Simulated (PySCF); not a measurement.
From one molecule to another.

First species: C₆H₇NO₂.
SMILES: `C([C@@H]1C=CC(C1)=O)(=O)N`

Second species: C6H7NO2.
SMILES: `N#C[C@H]1CCCOC1=O`

Levels: PBE0/def2-SVPD for HOMO energy, LUMO energy, HOMO–LUMO gap and static isotropic polarisability; TDDFT PBE0/def2-SVPD for lowest singlet excitation; TDA PBE0/def2-SVPD for lowest triplet excitation (Tamm–Dancoff). Geometries: GFN2-xTB. All species are isolated and taken at one optimised geometry, non-relativistic unless stated. Electronic properties by PySCF.

Dipoles, sizes and rotational constants follow the conformer. The torsions of the flexible species, by atom-mapped SMILES:
- `[NH2:1][C:2](=[O:3])[C@@H:4]1[CH:5]=[CH:6][C:7](=[O:8])[CH2:9]1`: N1–C2–C4–C5 -72°, H–N1–C2–O3 -1°, H–N1–C2–O3 179°

The conformers of `N#C[C@H]1CCCOC1=O` aren't listed.

Values for the first species:

```
HOMO energy                              : -7.27 eV
LUMO energy                              : -1.66 eV
HOMO–LUMO gap                            : 5.61 eV
Lowest singlet excitation                : 3.74 eV
Lowest triplet excitation (Tamm–Dancoff) : 3.27 eV
Static isotropic polarisability          : 81.4 au
```

(1) Estimate the same properties for the second species, and the change in each.

## Answers

(1) 
| property | first | second | second less first |
| --- | --- | --- | --- |
| HOMO energy | -7.27 eV | -8.36 eV | -1.09 eV |
| LUMO energy | -1.66 eV | -0.71 eV | +0.95 eV |
| HOMO–LUMO gap | 5.61 eV | 7.65 eV | +2.04 eV |
| lowest singlet excitation | 3.74 eV | 5.55 eV | +1.81 eV |
| lowest triplet excitation (Tamm–Dancoff) | 3.27 eV | 5.00 eV | +1.73 eV |
| static isotropic polarisability | 81.4 au | 75.1 au | -6.3 au |

On the first: No computed singlet falls in the visible range (750 to 380 nm, 1.65 to 3.26 eV); S1 lies 0.48 eV above its blue end. The principal polarisabilities are 60.5, 76.4 and 107.3 au; their mean is the isotropic value.

On the second: No computed singlet falls in the visible range (750 to 380 nm, 1.65 to 3.26 eV); S1 lies 2.29 eV above its blue end. The vertical singlet–triplet gap S1 − T1 is 0.55 eV (TDDFT singlet less Tamm–Dancoff triplet; S1: HOMO→LUMO, weight 0.92; T1: HOMO→LUMO, weight 0.91).
